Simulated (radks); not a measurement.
Species: Ag VIII. Configuration: [Kr] 4d4. All-electron calculation, scalar-relativistic Kohn-Sham, PBE, spin-unpolarised, spherical densities, point nucleus. Program: a radial shooting solver on a logarithmic mesh with Libxc functionals.

Unscreened Slater integrals over Kohn-Sham orbitals (hartree).

| integral | value |
|---|---|
| F0(4d,4d) | 0.82860 |
| F2(4d,4d) | 0.42646 |
| F4(4d,4d) | 0.28508 |
| F0(4d,4p) | 0.88385 |
| F2(4d,4p) | 0.45393 |
| G1(4d,4p) | 0.57620 |
| G3(4d,4p) | 0.35872 |
| F0(4d,4s) | 0.90807 |
| G2(4d,4s) | 0.43792 |
| F0(4d,3d) | 1.0964 |
| F2(4d,3d) | 0.24269 |
| F4(4d,3d) | 0.11105 |
| G0(4d,3d) | 0.079296 |
| G2(4d,3d) | 0.092663 |
| G4(4d,3d) | 0.070719 |
| F0(4p,4p) | 0.95337 |
| F2(4p,4p) | 0.50430 |
| F0(4p,4s) | 0.98449 |
| G1(4p,4s) | 0.67259 |
| F0(4p,3d) | 1.2265 |
| F2(4p,3d) | 0.30208 |
| G1(4p,3d) | 0.097080 |
| G3(4p,3d) | 0.095019 |
| F0(4s,4s) | 1.0196 |
| F0(4s,3d) | 1.2946 |
| G2(4s,3d) | 0.10841 |
| F0(3d,3d) | 2.6359 |
| F2(3d,3d) | 1.3129 |
| F4(3d,3d) | 0.83746 |

Derived for the open shells (J is the average intra-shell exchange parameter used in DFT+U). 4d: Racah B = F2/49 - 5 F4/441 = 0.005471 hartree, C = 35 F4/441 = 0.02263 hartree, C/B = 4.14, F4/F2 = 0.668, J = (F2 + F4)/14 = 0.05082 hartree.
